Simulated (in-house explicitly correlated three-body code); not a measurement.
Results of a calculation; reference values are marked as such.
## Two electrons around a charge Z: errors of exchange and correlation functionals on the exact density

The exact non-relativistic ground state comes from a variational code in 260 exponentially correlated functions, the Kohn-Sham parts from inverting its density (past Z = 6 the correlation energy is taken as exact minus Hartree-Fock, equal to within microhartrees), and self-consistent runs (Hartree-Fock is restricted) from a B-spline radial code. Z may be fractional; the second electron is bound down to Z = 0.911.

Each entry is functional minus exact.

| Z | PW91 x (mEh) | PW91 c (mEh) | OLYP x (mEh) | OLYP c (mEh) | PBEsol x (mEh) | PBEsol c (mEh) |
| --- | --- | --- | --- | --- | --- | --- |
| 1 | -11.64 | +9.97 | -13.57 | +12.12 | +9.13 | +3.96 |
| 1.275 | -2.65 | +2.11 | -6.45 | +4.18 | +25.87 | -4.41 |
| 1.56 | +2.27 | -0.95 | -3.65 | +0.93 | +38.81 | -7.65 |
| 2.12 | ? | ? | ? | ? | ? | ? |
| 2.62 | +15.98 | -5.97 | +2.14 | -3.45 | +82.46 | -12.29 |
| 3.24 | +23.29 | -7.63 | +4.84 | -4.30 | +107.3 | -13.45 |
| 4.2 | +34.38 | -9.57 | +8.78 | -4.85 | +145.6 | -14.52 |
| 5.2 | ? | ? | ? | ? | ? | ? |
| 6.6 | +61.71 | -12.88 | +18.23 | -4.94 | +241.0 | -15.72 |
| 8.7 | +85.46 | -14.94 | +26.36 | -4.68 | +324.3 | -16.16 |

(1) What belongs in the row Z = 2.12?

(2) What belongs in the row Z = 5.2?

(3) How do the exchange errors scale with Z?

Results:

(1) PW91 x (mEh): +9.85; PW91 c (mEh): -4.16; OLYP x (mEh): -0.25; OLYP c (mEh): -2.13; PBEsol x (mEh): +62.20; PBEsol c (mEh): -10.78.

(2) PW91 x (mEh): +45.81; PW91 c (mEh): -11.14; OLYP x (mEh): +12.76; OLYP c (mEh): -5.00; PBEsol x (mEh): +185.4; PBEsol c (mEh): -15.18.

(3) PW91 +3.06 % in the size of E_x at Z = 1 and -1.64 % at 8.7; OLYP +3.56 % in the size of E_x at Z = 1 and -0.51 % at 8.7; PBEsol -2.40 % in the size of E_x at Z = 1 and -6.22 % at 8.7. Exchange scales linearly under uniform scaling of the density, so its relative error changes only with the density's shape.
